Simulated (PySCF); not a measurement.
C2H6SSe (SMILES CC[Se]S), singlet, geometry from GFN2-xTB; PBE0/6-31G, polarisability by finite fields (PySCF).

The PySCF input:
```python
from pyscf import gto, scf, dft

mol = gto.Mole()
mol.atom = '''
    Se    0.18780173    0.17169462    0.76412780
    C     0.77659333   -1.39491397   -0.31192839
    C     1.32133713   -0.99153453   -1.66442038
    H    -0.08467062   -2.05910247   -0.40462142
    H     1.53574986   -1.87656944    0.30439133
    H     2.19103120   -0.34725302   -1.55319095
    H     0.56567817   -0.45573709   -2.23714675
    H     1.61339919   -1.87738660   -2.22550687
    S    -1.39856028    0.92770655   -0.50307690
    H    -2.41706491    0.25381792    0.04305251
'''
mol.basis = '6-31g'
mol.verbose = 4
mol.build()

mf = dft.RKS(mol)
mf.xc = 'pbe0'
mf.conv_tol = 1e-11
mf.kernel()
h0, z, done = mf.get_hcore(), mol.intor('int1e_r')[2], []
def energy(F):
    f = mf.copy()
    f.scf_summary = {}
    f.get_hcore = lambda *a: h0 + F * z
    e = f.kernel(mf.make_rdm1())
    done.append(f.converged)
    return e
F = 0.02
alpha = -(energy(F) + energy(-F) - 2 * mf.e_tot) / F**2
print('alpha_zz =', alpha)
```

Output, abridged:

```
PySCF version 2.14.0

[INPUT] verbose = 4
[INPUT] num. atoms = 10
[INPUT] num. electrons = 68
[INPUT] charge = 0
[INPUT] spin (= nelec alpha-beta = 2S) = 0
[INPUT] symmetry False subgroup None
[INPUT] Mole.unit = angstrom
[INPUT] Symbol           X                Y                Z      unit          X                Y                Z       unit  Magmom
[...]
nuclear repulsion = 348.643840634171
number of shells = 40
number of NR pGTOs = 204
number of NR cGTOs = 70
basis = 6-31g
ecp = {}

******** <class 'pyscf.dft.rks.RKS'> ********
method = RKS
initial guess = minao
damping factor = 0
level_shift factor = 0
DIIS = <class 'pyscf.scf.diis.CDIIS'>
diis_start_cycle = 1
diis_space = 8
diis_damp = 0
SCF conv_tol = 1e-11
SCF conv_tol_grad = None
SCF max_cycles = 50
direct_scf = True
direct_scf_tol = 1e-13
XC library pyscf.dft.libxc version 7.1.2
    S. Lehtola, C. Steigemann, M. J. T. Oliveira, and M. A. L. Marques,  SoftwareX 7, 1–5 (2018)
XC functionals = pbe0
    C. Adamo and V. Barone,  J. Chem. Phys. 110, 6158 (1999)
    M. Ernzerhof and G. E. Scuseria,  J. Chem. Phys. 110, 5029 (1999)
radial grids:
    Treutler-Ahlrichs [JCP 102, 346 (1995); DOI:10.1063/1.469408] (M4) radial grids

becke partition: Becke, JCP 88, 2547 (1988); DOI:10.1063/1.454033
pruning grids: <function nwchem_prune>
grids dens level: 3
symmetrized grids: False
atomic radii adjust function: <function treutler_atomic_radii_adjust>
small_rho_cutoff = 0
Set gradient conv threshold to 3.16228e-06
Initial guess from minao.
tot grids = 126392
init E= -2877.97955499499
[...]
cycle= 1 E= -2878.58004353819  delta_E= -0.6  |g|= 0.297  |ddm|= 3.04
[...]
cycle= 2 E= -2878.58621054281  delta_E= -0.00617  |g|= 0.264  |ddm|= 0.754
[...]
cycle= 3 E= -2878.60381282748  delta_E= -0.0176  |g|= 0.0359  |ddm|= 0.323
[...]
cycle= 4 E= -2878.60412208743  delta_E= -0.000309  |g|= 0.0143  |ddm|= 0.0642
[...]
cycle= 5 E= -2878.60416996025  delta_E= -4.79e-05  |g|= 0.00265  |ddm|= 0.0199
[...]
cycle= 6 E= -2878.6041717455  delta_E= -1.79e-06  |g|= 0.000894  |ddm|= 0.00408
[...]
cycle= 7 E= -2878.60417194765  delta_E= -2.02e-07  |g|= 0.000116  |ddm|= 0.00115
[...]
cycle= 8 E= -2878.60417195087  delta_E= -3.22e-09  |g|= 3.99e-05  |ddm|= 0.000263
[...]
cycle= 9 E= -2878.6041719514  delta_E= -5.28e-10  |g|= 1.03e-05  |ddm|= 8.93e-05
[...]
cycle= 10 E= -2878.60417195144  delta_E= -4.27e-11  |g|= 1.57e-06  |ddm|= 2.57e-05
[...]
cycle= 11 E= -2878.60417195145  delta_E= -9.09e-13  |g|= 2.64e-07  |ddm|= 4.3e-06
[...]
[...]
converged SCF energy = -2878.60417195145
[...]
[...]
Extra cycle  E= -2878.61370969992  delta_E= -1.82e-12  |g|= 1.12e-06  |ddm|= 4.3e-06
converged SCF energy = -2878.61370969992

******** <class 'pyscf.dft.rks.RKS'> ********
method = RKS
initial guess = minao
damping factor = 0
level_shift factor = 0
DIIS = <class 'pyscf.scf.diis.CDIIS'>
diis_start_cycle = 1
diis_space = 8
diis_damp = 0
SCF conv_tol = 1e-11
SCF conv_tol_grad = None
SCF max_cycles = 50
direct_scf = True
direct_scf_tol = 1e-13
XC library pyscf.dft.libxc version 7.1.2
    S. Lehtola, C. Steigemann, M. J. T. Oliveira, and M. A. L. Marques,  SoftwareX 7, 1–5 (2018)
XC functionals = pbe0
    C. Adamo and V. Barone,  J. Chem. Phys. 110, 6158 (1999)
    M. Ernzerhof and G. E. Scuseria,  J. Chem. Phys. 110, 5029 (1999)
radial grids:
    Treutler-Ahlrichs [JCP 102, 346 (1995); DOI:10.1063/1.469408] (M4) radial grids

becke partition: Becke, JCP 88, 2547 (1988); DOI:10.1063/1.454033
pruning grids: <function nwchem_prune>
grids dens level: 3
symmetrized grids: False
atomic radii adjust function: <function treutler_atomic_radii_adjust>
small_rho_cutoff = 0
Set gradient conv threshold to 3.16228e-06
init E= -2878.60543946361
[...]
cycle= 1 E= -2878.61239455941  delta_E= -0.00696  |g|= 0.0983  |ddm|= 0.78
[...]
cycle= 2 E= -2878.61004014223  delta_E= 0.00235  |g|= 0.134  |ddm|= 0.447
[...]
cycle= 3 E= -2878.61635143763  delta_E= -0.00631  |g|= 0.00758  |ddm|= 0.231
[...]
cycle= 4 E= -2878.6163634437  delta_E= -1.2e-05  |g|= 0.00108  |ddm|= 0.0142
[...]
cycle= 5 E= -2878.61636368521  delta_E= -2.42e-07  |g|= 0.000275  |ddm|= 0.00162
[...]
cycle= 6 E= -2878.6163637019  delta_E= -1.67e-08  |g|= 0.000127  |ddm|= 0.00049
[...]
cycle= 7 E= -2878.61636370679  delta_E= -4.89e-09  |g|= 2.47e-05  |ddm|= 0.000224
[...]
cycle= 8 E= -2878.61636370697  delta_E= -1.8e-10  |g|= 9.46e-06  |ddm|= 4.88e-05
[...]
cycle= 9 E= -2878.61636370699  delta_E= -1.64e-11  |g|= 9.85e-07  |ddm|= 1.37e-05
[...]
cycle= 10 E= -2878.616363707  delta_E= -1.46e-11  |g|= 3.28e-07  |ddm|= 3.21e-06
[...]
cycle= 11 E= -2878.61636370701  delta_E= -1.09e-11  |g|= 8.83e-08  |ddm|= 9.4e-07
[...]
cycle= 12 E= -2878.61636370698  delta_E= 3e-11  |g|= 2.6e-08  |ddm|= 2.73e-07
[...]
cycle= 13 E= -2878.61636370699  delta_E= -9.09e-12  |g|= 4.89e-09  |ddm|= 4.38e-08
[...]
Extra cycle  E= -2878.616363707  delta_E= -6.37e-12  |g|= 3.05e-09  |ddm|= 1.86e-08
converged SCF energy = -2878.616363707
alpha_zz = 54.323760048191616
```
